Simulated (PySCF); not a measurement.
Species: C3H8FNSi.
SMILES with atom numbers: `[CH2:1]=[C:2]([F:3])[SiH2:4][NH:5][CH3:6]` (hydrogens: H7, H8 on C1; H9, H10 on Si4; H11 on N5; H12, H13, H14 on C6)

Computed, not measured: PBE0-D3(BJ)/def2-SVP geometry optimisation, gas phase (PySCF 2.14.0).

Question: Give the optimised bond lengths and angles.

Answer: 
```
                  bond  length (bohr)
                 C1=C2          2.516
                 C2–F3          2.556
                C2–Si4          3.566
                Si4–N5          3.259
                 N5–C6          2.725
                 C1–H7          2.067
                 C1–H8          2.063
       Si4–H9, Si4–H10          2.832
                N5–H11          1.918
C6–H12, C6–H13, C6–H14          2.087
```

Bonds in one row agree within 0.02 bohr and their mean is given. A selection of angles:
```
     angle  degrees
  C2–C1–H7    121.3
  C2–C1–H8    119.8
  H7–C1–H8    118.9
  C1–C2–F3    119.5
 C1–C2–Si4    127.4
 F3–C2–Si4    113.1
 C2–Si4–N5    105.4
 C2–Si4–H9    108.7
 N5–Si4–H9    115.0
N5–Si4–H10    111.5
H9–Si4–H10    107.1
 Si4–N5–C6    125.5
Si4–N5–H11    115.6
 C6–N5–H11    114.6
 N5–C6–H12    110.0
 N5–C6–H13    114.1
 N5–C6–H14    111.3
H12–C6–H13    106.9
H12–C6–H14    106.5
```

Torsions: C1–C2–Si4–N5 -136° (anticlinal); C2–Si4–N5–C6 177° (antiperiplanar). The mirror-image conformer, all signs reversed, is as good.

N5 (silicon-bound nitrogen) has angles 125.5°, 115.6° and 114.6°, sum 355.6°, 0.16 Å off the plane of its three neighbours. Of the pairs four or more bonds apart, F3···H11 is among the closest relative to their van der Waals radii: 2.67 Å, 100 % of the sum of Bondi's values. Si4 (SiH2 silicon) is distorted tetrahedral (angles from 105.4° to 115.0°).

Point group: C1 (no symmetry element, even within 0.4 Å). No PBE0-D3(BJ)/def2-SVP frequencies stand behind this structure, so it isn't proved a minimum. One conformer, not necessarily the lowest.
